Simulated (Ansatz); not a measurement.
Total energies of Sn3Me8 (C₈H₂₄Sn₃) from Ansatz at PBE0-D4/def2-SVP, gas phase (1 Eh = 27.2114 eV = 2625.5 kJ/mol). The reference geometry is relaxed at PBE-D4/def2-SVP.

| state | geometry | energy (Eh) |
| --- | --- | --- |
| charge 0 singlet | reference | -961.63240 |
| charge 1 doublet | reference | -961.35359 |
| free Sn atom (triplet) | – | -214.25429 |
| free C atom (triplet) | – | -37.76066 |
| free H atom (doublet) | – | -0.50029 |

In the def2 sets Sn takes a core potential; there is no spin–orbit coupling.

**Question.** Work out the vertical ionisation energy to the doublet.

**Answer.** E(charge 1 doublet) − E(charge 0 singlet) = -961.35359 − (-961.63240) = 0.27881 Eh = 7.59 eV. For comparison, −ε of the highest occupied level is 6.18 eV at this level, 1.41 eV less.

**Question.** What is the binding energy per atom against free atoms?

**Answer.** Atoms: 3 × (-214.25429) + 8 × (-37.76066) + 24 × (-0.50029) = -956.85511 Eh. Binding: -956.85511 − (-961.63240) = 4.77729 Eh = 130.00 eV, or 3.71 eV for each of 35 atoms (no zero-point energy, no counterpoise term).
